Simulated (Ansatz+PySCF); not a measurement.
The numbers below are computed, except where a source is named.
A run of PySCF 2.14.0 on singlet TiO₂ at this shape:

```xyz
3

Ti   -0.0424    0.0219   -0.3737
O    -0.0202    1.3567    0.5682
O    -0.0139   -1.3736    0.5339
```

Its results:

```json
{
 "Converged": "yes",
 "Reference energy": "-997.85615 hartree",
 "CCSD correlation energy": "-0.69207 hartree",
 "Triples correction": "-0.05267 hartree",
 "Total energy": "-998.60089 hartree"
}
```

Q: Which input gives this output? Name the method, the orbitals and the basis set, and write the input.

A: RHF-CCSD(T) in def2-SVP. An unrestricted run that stays on the closed shell gives the same numbers.

```python
from pyscf import gto, scf, cc

mol = gto.M(atom="""
Ti -0.042360 0.021890 -0.373740
O -0.020150 1.356740 0.568160
O -0.013930 -1.373630 0.533930
""", basis='def2-svp', charge=0, spin=0)
mf = scf.RHF(mol)
mf.kernel()
mycc = cc.CCSD(mf, frozen=7).run()
et = mycc.ccsd_t()
print(mf.e_tot, mycc.e_corr, et, mycc.e_tot + et)
```

Caution: large share of triples, a single reference is doubtful; another spin multiplicity may lie lower.
